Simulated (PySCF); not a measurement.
**Bonding in `F[SiH2]N(C[SiH3])[C@@H]1C[SiH2]1`**

Species: C₃H₁₂FNSi₃.
Atom-mapped SMILES: `[F:1][SiH2:2][N:3]([CH2:4][SiH3:5])[C@@H:6]1[CH2:7][SiH2:8]1` (hydrogens: H9, H10 on Si2; H11, H12 on C4; H13, H14, H15 on Si5; H16 on C6; H17, H18 on C7; H19, H20 on Si8)

Structure used (GFN2-xTB), in Å, numbered top down from 1:
```xyz
20
C3H12FNSi3 angstrom
F      0.4945   -2.0788   -2.4065
Si    -0.6733   -1.2267   -1.6952
N      0.1015   -0.3204   -0.4745
C      1.2658   -0.8377    0.2358
Si     2.6817    0.4330    0.4180
C     -0.5431    0.7428    0.2218
C     -1.4225    0.3942    1.4449
Si    -2.3536    1.2507    0.0556
H     -1.1902   -0.3093   -2.6977
H     -1.6123   -2.2732   -1.2872
H      0.9622   -1.2039    1.2257
H      1.6388   -1.7007   -0.3150
H      2.7877    1.2311   -0.8029
H      3.9170   -0.3132    0.6668
H      2.4539    1.3176    1.5673
H      0.1657    1.5463    0.4295
H     -1.5861   -0.6659    1.5896
H     -1.1771    0.8883    2.3749
H     -2.6373    2.6708    0.1856
H     -3.2786    0.4657   -0.7395
```

Bond orders from the PBE0/pcSseg-1 density (PySCF). Isolated species at its GFN2-xTB geometry (one conformer only).

Task: Where do the orders between heavy atoms depart from those drawn in the SMILES?

Result: The largest departure is 0.135, at C6–C7 (drawn single, 0.865). Drawn single, order below 0.88: C6–C7 (0.865).

Task: Give the Mayer order of every bond between heavy atoms, beside its length.

Result: 
```json
{"bond": "F1–Si2", "drawn as": "single", "length (Å)": "1.611", "Mayer order": "0.892"}
{"bond": "Si2–N3", "drawn as": "single", "length (Å)": "1.706", "Mayer order": "0.989"}
{"bond": "N3–C4", "drawn as": "single", "length (Å)": "1.459", "Mayer order": "0.921"}
{"bond": "C4–Si5", "drawn as": "single", "length (Å)": "1.911", "Mayer order": "0.899"}
{"bond": "N3–C6", "drawn as": "single", "length (Å)": "1.425", "Mayer order": "0.968"}
{"bond": "C6–C7", "drawn as": "single", "length (Å)": "1.546", "Mayer order": "0.865"}
{"bond": "C7–Si8", "drawn as": "single", "length (Å)": "1.879", "Mayer order": "0.955"}
{"bond": "Si8–C6", "drawn as": "single", "length (Å)": "1.888", "Mayer order": "0.945"}
```

Bonds between the same two heavy elements. C–N: lowest N3–C4 (0.921, 1.459 Å), highest N3–C6 (0.968, 1.425 Å). C–Si: lowest C4–Si5 (0.899, 1.911 Å), highest C7–Si8 (0.955, 1.879 Å).

Task: And the bonds to hydrogen?

Result: H–Si: 0.88 to 0.95 (7 bonds); C–H: 0.91 to 0.95 (5 bonds).

Task: Sum the orders of all bonds at each heavy atom with more than one neighbour and set the sums beside the valence in the SMILES.

Result: Si2 3.664 (drawn 4), N3 2.878 (drawn 3), C4 3.697 (drawn 4), Si5 3.740 (drawn 4), C6 3.689 (drawn 4), C7 3.707 (drawn 4), Si8 3.788 (drawn 4). Orders between atoms that aren't bonded are not in these sums.

Mayer orders depend on the basis set.

The run behind these numbers computed NMR shieldings as well. The run took 80 s on an Arm Neoverse N1 with one thread, shared host with 64 logical CPUs at a one-minute load of 60, and the process peaked at 0.97 GiB of memory.
